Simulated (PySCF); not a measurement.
PySCF input file for CH6ClNSi3, SMILES Cl[Si@H]1C=N[SiH2][SiH2]1, PBE0-D3(BJ)/def2-SVP. Geometry optimised at PBE0-D3(BJ)/def2-SVP. The structure was generated by enumeration; whether it is a known compound was not checked.

```python
import numpy as np
from pyscf import gto, scf, dft, df
from pyscf.hessian import thermo

mol = gto.M(
    atom='''
    Cl   -2.36796624    0.49693545   -1.07275124
    Si   -1.00633078    0.24097740    0.47676871
    C    -0.35112351   -1.57073151    0.39569741
    N     0.87611106   -1.87535961    0.27041649
    Si    2.17649497   -0.67063866    0.13655959
    Si    1.01901652    1.38762759    0.19398584
    H    -1.73641874    0.46723542    1.75960257
    H    -1.09006273   -2.39797363    0.45307164
    H     2.91782132   -0.93383471   -1.12993626
    H     3.09619865   -0.86041202    1.29583193
    H     1.04071303    2.16750145   -1.07770709
    H     1.35260852    2.24995832    1.36641046
    ''',
    basis='def2-SVP',
    charge=0,
    spin=0,
    max_memory=1600,
    verbose=3,
)
mf = dft.RKS(mol, xc='pbe0').density_fit(auxbasis='def2-universal-jkfit')
mf.disp = 'd3bj'
mf.grids.level = 3
mf.conv_tol = 1e-11
mf.max_cycle = 100
mf.kernel()

# [left out here: the lines that compute and print the analytic Hessian (its translational invariance restored by hand, since the grid's response is missing), thermochemistry and intensities]
```

Output:

```
converged SCF energy = -1424.0803861621

WARN: DFTD3 does not support analytical Hessian, using finite difference


WARN: Mole.unit (angstrom) is changed to Bohr

Mode                                 0                   1                   2
Irrep
Freq [cm^-1]                       26.7932            125.5835            137.5316
Reduced mass [au]                   4.3003              7.3695              4.6822
Force const [Dyne/A]                0.0018              0.0685              0.0522
Char temp [K]                      38.5495            180.6867            197.8773
Normal mode                   x     y     z       x     y     z       x     y     z
       0  Cl                 0.07 -0.03 -0.04   -0.04 -0.09  0.01    0.08 -0.03  0.01
       1  Si                -0.02  0.01  0.04    0.02  0.07 -0.02   -0.00  0.01  0.08
       2   C                -0.02  0.01  0.09   -0.03  0.06 -0.03   -0.03  0.01 -0.03
       3   N                -0.02  0.01  0.03   -0.04  0.02 -0.07   -0.04  0.00 -0.13
       4  Si                -0.03  0.00 -0.09   -0.00 -0.02  0.01   -0.03  0.00  0.02
       5  Si                -0.01  0.01  0.05    0.07  0.02  0.05   -0.02  0.01 -0.04
       6   H                -0.08  0.05 -0.01    0.03  0.11 -0.02   -0.03  0.02  0.06
       7   H                -0.01  0.01  0.17   -0.06  0.09 -0.06   -0.05  0.02 -0.07
       8   H                -0.18  0.02 -0.18    0.02  0.01  0.01    0.13  0.03  0.11
       9   H                 0.10 -0.03 -0.20   -0.03 -0.09  0.02   -0.17 -0.01  0.13
      10   H                -0.03  0.10  0.11    0.17  0.09  0.09   -0.11 -0.12 -0.13
      11   H                 0.03 -0.08  0.11    0.03 -0.05  0.11    0.05  0.13 -0.15
Mode                                 3                   4                   5
Irrep
Freq [cm^-1]                      269.5027            309.2107            359.2546
Reduced mass [au]                   8.4577              1.5185              1.6244
Force const [Dyne/A]                0.3619              0.0855              0.1235
Char temp [K]                     387.7543            444.8854            516.8873
Normal mode                   x     y     z       x     y     z       x     y     z
       0  Cl                 0.03 -0.01  0.03   -0.01  0.02 -0.00   -0.02  0.01 -0.01
       1  Si                 0.08 -0.03 -0.04    0.02 -0.02 -0.02    0.01 -0.02 -0.02
       2   C                -0.03 -0.05 -0.05    0.02 -0.03  0.12    0.02 -0.04  0.10
       3   N                -0.02 -0.07  0.05   -0.00 -0.02 -0.08    0.00 -0.03 -0.08
       4  Si                -0.09  0.01  0.01   -0.01  0.01 -0.01   -0.02  0.01  0.01
       5  Si                 0.01  0.08 -0.01    0.00  0.01 -0.02    0.03  0.03  0.04
       6   H                 0.14 -0.06 -0.00    0.03  0.10 -0.03   -0.01  0.05 -0.05
       7   H                -0.06 -0.02 -0.08    0.04 -0.04  0.33    0.03 -0.04  0.24
       8   H                -0.15  0.00 -0.02    0.30 -0.07  0.20   -0.10  0.23 -0.09
       9   H                -0.03  0.05 -0.03   -0.30  0.10  0.24    0.06 -0.23 -0.08
      10   H                 0.04  0.12  0.02    0.06  0.29  0.16    0.09 -0.37 -0.21
      11   H                -0.02  0.00  0.06   -0.03 -0.26  0.19   -0.09  0.39 -0.20
Mode                                 6                   7                   8
Irrep
Freq [cm^-1]                      402.6892            415.3421            453.2574
Reduced mass [au]                   8.2132              4.1347              4.0601
Force const [Dyne/A]                0.7847              0.4202              0.4914
Char temp [K]                     579.3800            597.5848            652.1364
Normal mode                   x     y     z       x     y     z       x     y     z
       0  Cl                 0.01 -0.00  0.02   -0.03  0.01 -0.03   -0.02  0.00 -0.02
       1  Si                 0.04  0.07 -0.03   -0.04 -0.00  0.05   -0.00  0.06  0.02
       2   C                 0.05  0.04  0.01    0.03 -0.02 -0.01    0.09  0.01 -0.02
       3   N                 0.03 -0.07 -0.02    0.03 -0.06  0.02    0.07 -0.12  0.01
       4  Si                 0.03 -0.07  0.01    0.03 -0.07 -0.02   -0.07  0.04 -0.01
       5  Si                -0.12  0.01  0.01    0.02  0.11  0.00    0.01 -0.05  0.02
       6   H                 0.08  0.06 -0.01   -0.13 -0.19  0.02   -0.05 -0.08  0.01
       7   H                -0.00  0.09  0.04    0.02 -0.00 -0.01    0.03  0.06 -0.02
       8   H                 0.01  0.03 -0.03    0.12 -0.18  0.06    0.05  0.10  0.05
       9   H                 0.07 -0.09 -0.03   -0.05  0.03  0.07   -0.08  0.25  0.04
      10   H                -0.02  0.01  0.01   -0.18  0.10 -0.01   -0.01 -0.13 -0.03
      11   H                -0.21  0.01  0.04    0.20  0.12 -0.06    0.28 -0.06 -0.06
Mode                                 9                  10                  11
Irrep
Freq [cm^-1]                      482.8709            559.0970            596.8761
[...]
Reduced mass [au]                   1.2523              1.0587              1.3586
Force const [Dyne/A]                0.4877              0.4936              0.6424
Char temp [K]                    1169.7393           1279.8578           1288.9430
Normal mode                   x     y     z       x     y     z       x     y     z
       0  Cl                 0.00  0.00 -0.00    0.00 -0.00  0.00   -0.00 -0.00  0.00
       1  Si                -0.00 -0.04 -0.00   -0.01 -0.00 -0.00    0.01 -0.01  0.02
       2   C                -0.01  0.04  0.02    0.00  0.01 -0.00   -0.01  0.02 -0.14
       3   N                -0.00  0.04  0.01   -0.00  0.01  0.00    0.00 -0.00  0.01
       4  Si                -0.01 -0.06 -0.00   -0.01 -0.01  0.00    0.00 -0.01  0.01
       5  Si                -0.00  0.01  0.00    0.01  0.04 -0.00   -0.00  0.00 -0.00
       6   H                 0.07  0.23 -0.01    0.04  0.03  0.02   -0.11  0.27 -0.10
       7   H                 0.00  0.02 -0.16    0.02 -0.00  0.03    0.08  0.00  0.76
       8   H                 0.16  0.63 -0.04    0.17  0.03  0.09   -0.12  0.01 -0.06
       9   H                 0.09  0.51  0.00    0.16  0.02 -0.12    0.03  0.15  0.01
      10   H                 0.05  0.06  0.03   -0.17 -0.53 -0.34    0.01  0.01  0.01
      11   H                 0.10  0.06 -0.06   -0.08 -0.51  0.41    0.00  0.01 -0.00
Mode                                21                  22                  23
Irrep
Freq [cm^-1]                      921.1582           1323.1151           1714.3662
Reduced mass [au]                   1.0619              1.1973             11.4999
Force const [Dyne/A]                0.5309              1.2349             19.9137
Char temp [K]                    1325.3415           1903.6681           2466.5913
Normal mode                   x     y     z       x     y     z       x     y     z
       0  Cl                -0.00  0.00 -0.00    0.00  0.00  0.00   -0.00 -0.00 -0.00
       1  Si                 0.01 -0.00  0.00   -0.01  0.00 -0.00    0.00 -0.00  0.00
       2   C                -0.00 -0.00 -0.01    0.02 -0.09 -0.00   -0.20  0.06  0.02
       3   N                 0.00  0.01  0.00    0.05  0.05 -0.00    0.18 -0.03 -0.02
       4  Si                -0.04  0.01  0.00   -0.00 -0.00  0.00   -0.00 -0.00  0.00
       5  Si                -0.00 -0.01  0.00    0.00 -0.00 -0.00   -0.00  0.00  0.00
       6   H                -0.04  0.02 -0.03    0.01  0.01  0.01    0.00 -0.00 -0.01
       7   H                 0.02 -0.01  0.07   -0.71  0.55  0.09   -0.06 -0.07  0.00
       8   H                 0.54 -0.11  0.35    0.01  0.01  0.00   -0.01 -0.02 -0.01
       9   H                 0.49 -0.13 -0.42    0.01  0.01 -0.01   -0.01 -0.02  0.01
      10   H                 0.03  0.16  0.10   -0.02  0.00 -0.00    0.01 -0.00 -0.01
      11   H                -0.01  0.15 -0.11   -0.02  0.00  0.00    0.01 -0.00  0.00
Mode                                24                  25                  26
Irrep
Freq [cm^-1]                     2225.5899           2231.5139           2241.5186
Reduced mass [au]                   1.0382              1.0334              1.0358
Force const [Dyne/A]                3.0300              3.0320              3.0662
Char temp [K]                    3202.1283           3210.6517           3225.0462
Normal mode                   x     y     z       x     y     z       x     y     z
       0  Cl                -0.00 -0.00  0.00    0.00 -0.00  0.00   -0.00  0.00 -0.00
       1  Si                -0.01  0.00  0.02   -0.01  0.00  0.02    0.00 -0.00 -0.00
       2   C                 0.00 -0.00  0.00    0.00 -0.00  0.00    0.00 -0.00 -0.00
       3   N                -0.00  0.00  0.00   -0.00  0.00 -0.00   -0.00  0.00  0.00
       4  Si                 0.00  0.00  0.00   -0.01  0.00 -0.00   -0.02  0.01 -0.02
       5  Si                -0.00 -0.01 -0.01    0.01  0.02  0.00   -0.00 -0.01  0.01
       6   H                 0.40 -0.13 -0.70    0.26 -0.08 -0.44   -0.06  0.02  0.09
       7   H                -0.01 -0.00  0.00   -0.01  0.00  0.00    0.00  0.00  0.00
       8   H                -0.00  0.00  0.00    0.07 -0.02 -0.13    0.11 -0.03 -0.21
       9   H                -0.02  0.00 -0.02    0.16 -0.03  0.21    0.53 -0.11  0.68
      10   H                 0.00  0.12 -0.21   -0.01 -0.23  0.39    0.00  0.19 -0.31
      11   H                 0.11  0.28  0.39   -0.14 -0.36 -0.50    0.01  0.04  0.06
Mode                                27                  28                  29
Irrep
Freq [cm^-1]                     2244.6997           2251.4044           3015.5555
Reduced mass [au]                   1.0467              1.0521              1.0872
Force const [Dyne/A]                3.1074              3.1421              5.8248
Char temp [K]                    3229.6230           3239.2697           4338.7130
Normal mode                   x     y     z       x     y     z       x     y     z
       0  Cl                 0.00  0.00 -0.00    0.00 -0.00  0.00   -0.00  0.00 -0.00
       1  Si                -0.00  0.00  0.00    0.00 -0.00 -0.00    0.00 -0.00 -0.00
       2   C                -0.00  0.00 -0.00   -0.00  0.00 -0.00    0.05  0.06 -0.00
       3   N                 0.00 -0.00 -0.00    0.00 -0.00 -0.00   -0.00  0.00  0.00
       4  Si                 0.01 -0.00 -0.02    0.00 -0.00 -0.03   -0.00 -0.00  0.00
       5  Si                 0.00 -0.00  0.03   -0.00  0.00 -0.03   -0.00 -0.00  0.00
       6   H                 0.05 -0.02 -0.09   -0.02  0.01  0.04   -0.00  0.00  0.00
       7   H                -0.00 -0.00  0.00    0.00 -0.00  0.00   -0.63 -0.72  0.05
       8   H                -0.34  0.12  0.58   -0.32  0.12  0.55    0.00 -0.00 -0.00
       9   H                 0.01 -0.01 -0.00    0.22 -0.05  0.27    0.00  0.00  0.00
      10   H                 0.01  0.28 -0.45   -0.01 -0.28  0.45   -0.00  0.00 -0.00
      11   H                -0.10 -0.26 -0.34    0.08  0.20  0.27   -0.00  0.00  0.00
temperature 298.1500 [K]
pressure 101325.00 [Pa]
Rotational constants [GHz] 2.56029 1.00498 0.81298
Symmetry number 1
Zero-point energy (ZPE) 0.06627 [Eh]   173991.891 [J/mol]
                           tot       elec      trans        rot        vib
Entropy [J/mol/K]       390.187      0.000    171.383    123.094     95.710
Cv [J/mol/K]            132.974      0.000     12.472     12.472    108.030
Cp [J/mol/K]            141.288      0.000     20.786     12.472    108.030
Internal energy [J/mol]                      3718.434   3718.434 189343.150
Internal energy [Eh]   -1424.00544  -1424.08039
Enthalpy [J/mol]                             6197.391   3718.434 189343.150
Enthalpy [Eh]          -1424.00449
Gibbs free energy [J/mol]                  -44900.540 -32982.028 160807.281
Gibbs free energy [Eh] -1424.04880
mode   freq/cm-1   IR/(km/mol)
   1       26.79         0.341
   2      125.58         2.047
   3      137.53         4.918
   4      269.50         6.591
   5      309.21         4.666
   6      359.25        10.986
   7      402.69         1.823
   8      415.34         2.242
   9      453.26        24.225
  10      482.87        12.086
  11      559.10       117.896
  12      596.88        12.210
  13      612.18         7.869
  14      629.34         2.708
  15      690.39        38.080
  16      724.43        10.666
  17      756.47         5.085
  18      771.01       106.187
  19      813.01       186.760
  20      889.55        52.670
  21      895.86        57.854
  22      921.16        95.154
  23     1323.12        14.014
  24     1714.37        68.308
  25     2225.59        68.620
  26     2231.51        85.129
  27     2241.52        62.981
  28     2244.70        21.365
  29     2251.40       128.814
  30     3015.56        43.980
max |gradient| / (hartree/bohr): 2.9788950060523085e-05
APT charges: [-0.5387  1.022   0.1159 -0.74    0.976   0.2842 -0.2539 -0.0377 -0.2376
 -0.2386 -0.1703 -0.1811]
```

Self-consistency was reached.
